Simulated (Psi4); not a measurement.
CH4AlFS, singlet, geometry from GFN2-xTB (such geometries of metal compounds can be far from the true shape). Base run: Psi4 1.11 with CCSD(T)/cc-pVDZ.

Psi4 was given this input:
```
memory 2 GB

molecule mol {
0 1
Al   -0.336867    0.220389   -0.170901
F    -1.850896   -0.361585   -0.475775
C     0.145298    2.099588   -0.572787
H     0.965307    2.174216   -1.290257
H     0.459369    2.647960    0.317941
H    -0.712782    2.623357   -0.997031
S     1.088213   -1.210511    0.698944
H     2.042244   -0.285689    0.726647
}

set {
  basis cc-pvdz
  reference rhf
  freeze_core true
}

energy('ccsd(t)')
print_variables()
```

Variants of this job, named by their change:

```
change                ΔE vs base (kcal/mol)  MP2 correlation (Eh)  basis functions  core-seconds (rough)
--------------------  ---------------------  --------------------  ---------------  --------------------
base                                  0.000              -0.52800               84                    80
method = ccsd                          8.10              -0.52800               84                    50
method = fno-ccsd(t)                  0.000              -0.52800               84                    70
method = mp4                         -0.027              -0.52800               84                    60
method = mp3                          12.71              -0.52790               84                     5
method = qcisd(t)                    -0.290              -0.52800               84                    60
method = mp2                          32.57              -0.52790               84                     7
method = dlpno-mp2                    32.60              -0.52784               84                     6
```
